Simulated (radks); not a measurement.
Values are calculated unless marked as measured or tabulated.
Problem. Ionisation of Fe+, [Ar] 3d6 4s1, to Fe2+, [Ar] 3d6, under several functionals. Scalar-relativistic Kohn-Sham, spin-polarised, spherical densities, point nucleus; open shells are filled with parallel spins first; a radial shooting solver on a logarithmic mesh with Libxc functionals. Known Delta-SCF values: RPBE 16.725 eV; BLYP 16.828 eV. What does PW91 give, and what is its highest occupied eigenvalue?

Solution. 16.939 eV by Delta-SCF; the 4s eigenvalue is -13.159 eV. NIST: 16.199 eV (measured).
